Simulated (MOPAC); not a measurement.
Input file for MOPAC: PM7 on H4OSiTe (SMILES O[Te][SiH3]), a point of a torsion scan.

```
PM7 1SCF PRECISE CHARGE=0 THREADS=1
H4OSiTe

O      2.50555707 1    -0.24621352 1    -0.27308637 1
Te     0.76075605 1    -1.08557833 1     0.26601734 1
Si     1.41718228 1    -1.37534592 1     2.65361886 1
H      2.65942884 1     0.55902922 1     0.21804582 1
H      1.85568032 1    -0.09903455 1     3.22220346 1
H      0.19338394 1    -1.81851152 1     3.30741341 1
H      2.48111566 1    -2.35377825 1     2.86966360 1
```

It printed:

```
*******************************************************************************
 **                                                                           **
 **                              MOPAC v23.2.5                                **
 **                                                                           **
 *******************************************************************************
 ** MOPAC's Digital Object Identifier: https://doi.org/10.5281/zenodo.6511958 **
 **                                                                           **
 ** Please cite the open-source release paper for use of this MOPAC version:  **
 ** J. E. Moussa and J. J. P. Stewart (2026)                                  **
 ** MOPAC: An open-source semiempirical molecular orbital program             **
 ** J. Open Source Softw., 11(119), 8025, https://doi.org/10.21105/joss.08025 **
 *******************************************************************************

                              PM7 CALCULATION RESULTS

 *******************************************************************************
 *  PM7        - The PM7 Hamiltonian to be used
 *
 *
 *
 *                 CHARGE ON SYSTEM = 0
 *
 *
 *
 *  PRECISE    - TIGHTER CRITERIA TO BE USED
 *  1SCF       - DO 1 SCF AND THEN STOP
 *  THREADS=1  - MULTI-THREADING NOT USED
 *  T=         - A TIME OF 172800.0 SECONDS REQUESTED
 *  DUMP=N     - RESTART FILE WRITTEN EVERY 7200.0 SECONDS REQUESTED
 *******************************************************************************
PM7 1SCF PRECISE CHARGE=0 THREADS=1
 H4OSiTe

   ATOM   CHEMICAL          X               Y               Z
  NUMBER   SYMBOL      (ANGSTROMS)     (ANGSTROMS)     (ANGSTROMS)

     1       O          2.50555707  *  -0.24621352  *  -0.27308637  *
     2      Te          0.76075605  *  -1.08557833  *   0.26601734  *
     3      Si          1.41718228  *  -1.37534592  *   2.65361886  *
     4       H          2.65942884  *   0.55902922  *   0.21804582  *
     5       H          1.85568032  *  -0.09903455  *   3.22220346  *
     6       H          0.19338394  *  -1.81851152  *   3.30741341  *
     7       H          2.48111566  *  -2.35377825  *   2.86966360  *



          CARTESIAN COORDINATES

    NO.       ATOM           X           Y           Z

     1         O          2.5056     -0.2462     -0.2731
     2        Te          0.7608     -1.0856      0.2660
     3        Si          1.4172     -1.3753      2.6536
     4         H          2.6594      0.5590      0.2180
     5         H          1.8557     -0.0990      3.2222
     6         H          0.1934     -1.8185      3.3074
     7         H          2.4811     -2.3538      2.8697

 General Reference for PM7:
 "Optimization of Parameters for Semiempirical Methods VI: More Modifications to the
 NDDO Approximations and Re-optimization of Parameters", J. J. P. Stewart, J. Mol. Mod., 1:32, 19 (2013)
 https://link.springer.com/article/10.1007/s00894-012-1667-x

           Empirical Formula: H4 O Te Si  =     7 atoms



      MOLECULAR POINT GROUP   :   C1


      RHF CALCULATION, NO. OF DOUBLY OCCUPIED LEVELS = 10


 -------------------------------------------------------------------------------
 PM7 1SCF PRECISE CHARGE=0 THREADS=1
 H4OSiTe



     1SCF WAS SPECIFIED, SO BFGS WAS NOT USED
     SCF FIELD WAS ACHIEVED


                              PM7 CALCULATION
                                                       MOPAC v23.2.5 Linux




          FINAL HEAT OF FORMATION =        181.82192 KCAL/MOL =     760.74289 KJ/MOL


          COSMO AREA              =        125.58 SQUARE ANGSTROMS
          COSMO VOLUME            =        119.43 CUBIC ANGSTROMS

          IONIZATION POTENTIAL    =          8.210895 EV
          HOMO LUMO ENERGIES (EV) =         -8.211  0.178
          NO. OF FILLED LEVELS    =         10
          MOLECULAR WEIGHT        =        175.7165         POINT GROUP:  C1

          MOLECULAR DIMENSIONS (Angstroms)

            Atom       Atom       Distance
            H     6    H     4     4.61284
           Te     2    H     5     3.18216
           Te     2    H     7     2.07281


          SCF CALCULATIONS        =          1





   ATOM   CHEMICAL          X               Y               Z
  NUMBER   SYMBOL      (ANGSTROMS)     (ANGSTROMS)     (ANGSTROMS)

     1       O          2.50555707  *  -0.24621352  *  -0.27308637  *
     2      Te          0.76075605  *  -1.08557833  *   0.26601734  *
     3      Si          1.41718228  *  -1.37534592  *   2.65361886  *
     4       H          2.65942884  *   0.55902922  *   0.21804582  *
     5       H          1.85568032  *  -0.09903455  *   3.22220346  *
     6       H          0.19338394  *  -1.81851152  *   3.30741341  *
     7       H          2.48111566  *  -2.35377825  *   2.86966360  *

                             CARTESIAN COORDINATES

   1    O        2.505557070    -0.246213520    -0.273086370
   2   Te        0.760756050    -1.085578330     0.266017340
   3   Si        1.417182280    -1.375345920     2.653618860
   4    H        2.659428840     0.559029220     0.218045820
   5    H        1.855680320    -0.099034550     3.222203460
   6    H        0.193383940    -1.818511520     3.307413410
   7    H        2.481115660    -2.353778250     2.869663600


           Empirical Formula: H4 O Te Si  =     7 atoms



      MOLECULAR POINT GROUP   :   C1


                  EIGENVALUES
 -48.86826 -27.33890 -17.91264 -15.76080 -13.63491 -13.32689 -12.83730 -11.92334
  -9.92837  -8.21090   0.17790   0.51969   1.74886   1.87184   5.88083   7.59707
  19.77151  19.82686  20.66241  20.71787  22.49668


              NET ATOMIC CHARGES AND DIPOLE CONTRIBUTIONS

  ATOM NO.   TYPE          CHARGE      No. of ELECS.   s-Pop       p-Pop       d-Pop
    1          O          -0.620405        6.6204     1.89964     4.72076
    2         Te           0.257602        5.7424     1.84183     3.90057
    3         Si          -0.055317        4.0553     0.88844     2.99394     0.17294
    4          H           0.299978        0.7000     0.70002
    5          H           0.037529        0.9625     0.96247
    6          H           0.035912        0.9641     0.96409
    7          H           0.044700        0.9553     0.95530
 DIPOLE           X         Y         Z       TOTAL
 POINT-CHG.    -2.169    -0.275     2.520     3.336
 HYBRID         0.885     0.414     0.485     1.091
 SUM           -1.284     0.139     3.005     3.270


          ATOMIC ORBITAL ELECTRON POPULATIONS

     Atom    s        px        py        pz      x^2-y^2     xz        z^2       yz        xy
    1  O   1.89964   1.47794   1.53880   1.70402
    2 Te   1.84183   1.02224   1.69933   1.17899
    3 Si   0.88844   1.05961   1.07769   0.85664   0.01467   0.03450   0.07139   0.02541   0.02697
    4  H   0.70002
    5  H   0.96247
    6  H   0.96409
    7  H   0.95530

 **********************
 *                    *
 * JOB ENDED NORMALLY *
 *                    *
 **********************




 == MOPAC DONE ==
```

The run finished.

Cost: roughly 0.020 core-seconds.
